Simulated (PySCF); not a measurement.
# How the method moves the HOMO and LUMO of `C=C[Si@H](N)P`

Species: C2H8NPSi.
Geometry (PBE0-D3(BJ)/def2-SVP, Å), atoms numbered from 1 in this order:
```xyz
13
C2H8NPSi angstrom
C      2.239    0.024   -0.312
C      1.211   -0.802   -0.088
Si    -0.459   -0.277    0.566
N     -1.673   -1.137   -0.324
P     -0.479    2.005    0.541
H      3.204   -0.332   -0.690
H      2.168    1.102   -0.120
H      1.349   -1.871   -0.298
H     -0.659   -0.664    1.998
H     -2.618   -1.165    0.045
H     -1.694   -1.046   -1.335
H     -0.720    2.074   -0.867
H     -1.868    2.072    0.872
```

Basis pcSseg-1 throughout (PySCF), one geometry. The structure is a single PBE0-D3(BJ)/def2-SVP conformer in the gas phase; no vibrational or solvent corrections.

Question: How do the orbital energies, the gap and the dipole change with the method?

Answer: 
```csv
method,kind,HOMO (eV),LUMO (eV),gap (eV),μ (D),SCF cycles
BLYP,GGA,-5.38,-1.40,3.99,1.82,15
B97-D,GGA,-5.54,-1.44,4.09,1.84,15
PBE,GGA,-5.55,-1.57,3.98,1.93,15
OPBE,GGA,-5.56,-1.47,4.10,1.98,15
KT2,GGA,-5.62,-1.56,4.06,1.86,16
KT3,GGA,-5.62,-1.50,4.12,1.80,16
LDA,LDA,-5.66,-1.78,3.89,2.03,15
BP86,GGA,-5.66,-1.66,4.01,1.93,15
B3LYP,global hybrid,-6.52,-0.78,5.74,1.80,13
B97-2,global hybrid,-6.53,-0.63,5.91,1.86,14
PBE0,global hybrid,-6.77,-0.59,6.18,1.90,14
mPW1PW91,global hybrid,-6.80,-0.60,6.20,1.88,13
BHandHLYP,global hybrid,-7.82,0.52,8.34,1.76,12
CAM-B3LYP,range-separated hybrid,-8.03,0.59,8.62,1.82,12
wB97X-D,range-separated hybrid,-8.59,1.21,9.80,1.91,12
LC-wPBE,range-separated hybrid,-9.39,1.71,11.10,1.92,13
HF,Hartree–Fock,-9.45,3.13,12.58,1.73,10
```

The HOMO spans 4.07 eV, from BLYP down to HF, and the gap runs from 3.89 eV (LDA) to 12.58 eV (HF). Over the methods BLYP (0 %), B97-D (0 %), PBE (0 %), OPBE (0 %), KT2 (0 %), KT3 (0 %), LDA (0 %), BP86 (0 %), B3LYP (20 %), B97-2 (21 %), PBE0 (25 %), mPW1PW91 (25 %), BHandHLYP (50 %), HF (100 %), a straight line through the gap against the share of exact exchange rises by 0.86 eV for each 10 % (correlation coefficient 1.000). The dipole ranges from 1.73 D (HF) to 2.03 D (LDA). This basis has no diffuse functions.
